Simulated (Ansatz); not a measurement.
## Forces away from equilibrium

CH$_{3}$BMgS, closed shell, displaced at random from a GFN2-xTB minimum.

B1  (-0.817, -0.128, -0.072)
C2  (0.644, 0.550, 0.299)
Mg3  (1.376, -1.433, -0.083)
S4  (-0.993, -1.809, -0.460)
H5  (-1.787, 0.547, -0.181)
H6  (0.620, 1.001, 1.126)
H7  (0.954, 1.313, -0.540)
(Å)

Computed with Ansatz 0.2.0 (basis: def2-TZVPP); correlated methods freeze the cores. The outer core shell of Li, Na, Mg and K is correlated. The def2 sets are not built for correlating such inner shells, so the correlated values are less sure here.

CCSD(T) forces from the calculation:
| atom | Fx | Fy | Fz (eV/Å) |
| --- | --- | --- | --- |
| B1 | 1.383 | 0.999 | 0.010 |
| C2 | -0.182 | -2.888 | -8.461 |
| Mg3 | -1.024 | 0.591 | 0.162 |
| S4 | 0.332 | -1.432 | -0.261 |
| H5 | -0.179 | 0.337 | 0.215 |
| H6 | 0.181 | 3.710 | 6.883 |
| H7 | -0.512 | -1.317 | 1.453 |

Q: Which atom feels the largest CCSD(T) force, and how large is it?

A: C2, 8.94 eV/Å, along (-0.02, -0.32, -0.95).

Root-mean-square difference of the force components from those of CCSD(T): PBE0-D4 0.126; wB97M-V 0.124; r2SCAN-D4 0.114; PBE-D4 0.164; B97M-V 0.154; wB97X-V 0.162 eV/Å.

T1 diagnostic: at most 0.018. The restricted Hartree–Fock reference is unstable towards an unrestricted one here.

For scale, one of the runs: CCSD(T)/def2-TZVPP forces, 178 basis functions, launched by `ansatz run in.yaml --threads 8 --pin off --events-out ev --progress --plain --max-ram 10444MiB`. Hardware: 8 CPU threads of an Arm Neoverse N1, shared host. Wall time 2.4 min; peak host memory 3.8 GiB.
